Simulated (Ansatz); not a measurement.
Two isomers of CH3F2NSi: A = `C=N[SiH](F)F`, B = `FC1(F)N[SiH2]1`.

Computed with Ansatz on PBE0-D4/def2-TZVP structures; ΔE is electronic, products minus reactants. CCSD(T)/CBS is the MP2 limit (def2-TZVPP, def2-QZVPP) plus CCSD(T) − MP2 in def2-TZVPP, frozen cores. DFT in def2-TZVPP. Each species was taken in one conformer, which may not be the lowest.

Question: Which isomer does CCSD(T)/CBS put lower? Give the gap. (Estimate.)

Answer: Ansatz gave: A, by 114.0 kcal/mol.

Question: Give E(B) − E(A) in kcal/mol with MP2/def2-TZVPP, PBE0-D4, BLYP-D4, LDA (SPW92), CCSD(T)/def2-TZVPP, CCSD/def2-TZVPP, PBE-D4. (Best estimate.)

Answer: Ansatz gave: MP2/def2-TZVPP 115.0, PBE0-D4 102.0, BLYP-D4 108.6, LDA (SPW92) 90.9, CCSD(T)/def2-TZVPP 113.0, CCSD/def2-TZVPP 114.3, PBE-D4 98.8. None reverses the order clearly.

Question: Does the order hold for the free energy at 298.15 K (harmonic terms from PBE0-D4)? (Best estimate.)

Answer: The calculation gave: Yes: G(B) − G(A) = +112.5 kcal/mol, for one conformer each.

Largest T1 diagnostic: 0.013.

From r2SCAN to r2SCAN0 (25 % exact exchange), in def2-TZVPP and without D4, E(B) − E(A) moves by +1.4 kcal/mol. At CCSD(T), def2-SVP lies −12.2 kcal/mol from the extrapolated value and def2-TZVPP −0.9 kcal/mol.
